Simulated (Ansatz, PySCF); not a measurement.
Gas-phase reaction in SMILES: F[As](F)F [trifluoroarsane] → F[As](F)F as doublet, charge +1 + e-
Each molecule is optimised on its own at B3LYP-D3(BJ)/def2-TZVP (Ansatz, a first-principles code). A spin state is the lowest found, not a proven ground state.

Wanted: adiabatic ionisation energy (0 K, with B3LYP-D3(BJ) harmonic zero-point energies from PySCF), in eV. Cores are frozen in the correlated levels unless marked. Open shells are spin-unrestricted. Spin-orbit coupling is left out. Frozen are the shells of the preceding noble gas and the d and f shells that filled before the atom's block. No relativistic terms. CBS marks a two-point X^-3 extrapolation of the correlation energy; Hartree-Fock from the larger set. The bracket is a focal-point correction in the basis named.

```tsv
level	program	adiabatic ionisation energy (eV)
BHLYP-D3(BJ)/def2-TZVPD	Ansatz + dftd3	…
r2SCANh-D4/def2-TZVPD	Ansatz + dftd4	…
CAM-B3LYP-D4/def2-TZVPD	Ansatz + dftd4	12.33
B2GP-PLYP-D4/def2-TZVPD	Ansatz + dftd4	12.15
SCS-MP2/cc-pVTZ	Ansatz	11.96
RI-MP2/CBS(cc-pVTZ,cc-pVQZ)+[CCSD(T)-MP2]/cc-pVTZ	Ansatz	…
```

Q: Complete the blanks.

A: 
- BHLYP-D3(BJ)/def2-TZVPD, adiabatic ionisation energy (eV): 12.22
- r2SCANh-D4/def2-TZVPD, adiabatic ionisation energy (eV): 12.01
- RI-MP2/CBS(cc-pVTZ,cc-pVQZ)+[CCSD(T)-MP2]/cc-pVTZ, adiabatic ionisation energy (eV): 12.21
